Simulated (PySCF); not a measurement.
Cl2Te (SMILES Cl[Te]Cl), singlet, geometry from GFN2-xTB (all electrons, no relativity). Base run: PySCF with TPSS/STO-3G.

Geometry (Å):
```xyz
3

Te    -0.0117     0.0120     0.6143
Cl     1.1146     1.3238    -0.9448
Cl    -1.0788    -1.3604    -0.9343
```
All else is at PySCF's defaults.

The base run was repeated with changes; each row names its change, and settings that it needs were set with it.

| change | E (Eh) | HOMO (eV) | HOMO-LUMO gap (eV) | dipole (D) | core-seconds (rough) |
|---|---|---|---|---|---|
| base | -7459.38240 | -3.92 | 2.65 | 1.68 | 3 |
| functional = b3lyp | -7459.63488 | -4.78 | 4.18 | 1.82 | 2 |
| functional = blyp; dispersion = d4 | ___ | ___ | ___ | ___ | 2 |
| functional = hse06 | -7459.05367 | -4.67 | 3.79 | 1.78 | 5 |
| functional = wb97x_v | -7459.25958 | -7.50 | 9.20 | 1.90 | 50 |
| functional = wb97m_v | ___ | ___ | ___ | ___ | 50 |
| functional = x3lyp | ___ | ___ | ___ | 1.82 | 2 |
| functional = o3lyp | -7461.44036 | -4.42 | 3.47 | 1.82 | 2 |
| functional = r2scan | -7459.82379 | -4.01 | 2.81 | 1.75 | 2 |
| functional = tpssh | ___ | ___ | ___ | ___ | 3 |
| functional = pbe0; dispersion = d3zero | -7459.10783 | -5.07 | 4.58 | 1.78 | 1 |
| functional = b3lyp; dispersion = d4 | -7459.64156 | -4.78 | 4.18 | 1.82 | 2 |
| functional = lda,vwn | -7450.60315 | -3.77 | 2.29 | 1.54 | 1 |

Problem. Some entries are withheld; supply them.

Solution. 
- functional = blyp; dispersion = d4, E (Eh): -7459.41168
- functional = blyp; dispersion = d4, HOMO (eV): -3.53
- functional = blyp; dispersion = d4, HOMO-LUMO gap (eV): 2.46
- functional = blyp; dispersion = d4, dipole (D): 1.70
- functional = wb97m_v, E (Eh): -7459.86717
- functional = wb97m_v, HOMO (eV): -7.21
- functional = wb97m_v, HOMO-LUMO gap (eV): 8.92
- functional = wb97m_v, dipole (D): 1.85
- functional = x3lyp, E (Eh): -7459.38521
- functional = x3lyp, HOMO (eV): -4.80
- functional = x3lyp, HOMO-LUMO gap (eV): 4.33
- functional = tpssh, E (Eh): -7459.50226
- functional = tpssh, HOMO (eV): -4.43
- functional = tpssh, HOMO-LUMO gap (eV): 3.49
- functional = tpssh, dipole (D): 1.74

Totals shift with the method and basis; they matter in differences.
